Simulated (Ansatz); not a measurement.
`FC[SiH2]Br` + H₂ → `C[SiH2]Br` + H–F at 700 K and 1 bar (hydrogenolysis of a C–F bond).

Computed with Ansatz on PBE0-D4/def2-TZVP structures; ΔE is electronic, products minus reactants. CCSD(T)/CBS adds triple-zeta CCSD(T) − MP2 to the extrapolated MP2 energy (def2 sets, frozen cores). This one scheme is used for every species. For Br outer-core shells are correlated without core-valence functions, which leaves a few kJ/mol of doubt a bond. Scalar relativity is left out up to krypton. Each species was taken in one conformer, which may not be the lowest.

```
     species  CCSD(T)/CBS energy (Eh)  H − E (kJ/mol)  S (J/(mol·K))
`FC[SiH2]Br`              -3002.67960           188.6          425.6
          H₂                 -1.17544            46.8          155.3
 `C[SiH2]Br`              -2903.51417           201.6          395.7
         H–F               -100.39570            45.2          198.5
```

H − E and S are ideal-gas, rigid-rotor, harmonic terms from PBE0-D4/def2-TZVP, for one conformer and one mirror image of each species. The MP2-based limit puts H₂ 0.8 mEh under its directly extrapolated value; such offsets cancel only in part. 1 Eh = 2625.50 kJ/mol, R = 8.31446 J/(mol·K).

Task: By hand: ΔE, ΔH, ΔS and ΔG.

Result: ΔE = (-2903.51417) + (-100.39570) − (-3002.67960) − (-1.17544) = -0.05483 Eh = -144.0 kJ/mol. Δ(H − E) = 201.6 + 45.2 − 188.6 − 46.8 = 11.4, so ΔH = -132.6 kJ/mol. ΔS = 395.7 + 198.5 − 425.6 − 155.3 = 13.3 J/(mol·K). ΔG = -132.6 − 700 × (13.3)/1000 = -141.9 kJ/mol.

Task: By hand: the equilibrium constant, and the temperature at which ΔG would vanish if ΔH and ΔS stayed fixed.

Result: log₁₀ K = −ΔG/(RT ln 10) = 10.6. ΔH and −TΔS have one sign here, so there is no such temperature.

The number of gas molecules stays the same, so ΔS is small and ΔH decides. A doubt of 5 kJ/mol in ΔE shifts log₁₀ K by 0.4 here. Other conformers and mirror images would add mixing entropy, several J/(mol·K) or more a flexible species. These are equilibria of isolated gas molecules and say nothing of rates. Largest T1 diagnostic: 0.009 (customary marks: 0.02 for closed shells, 0.045 for open ones).
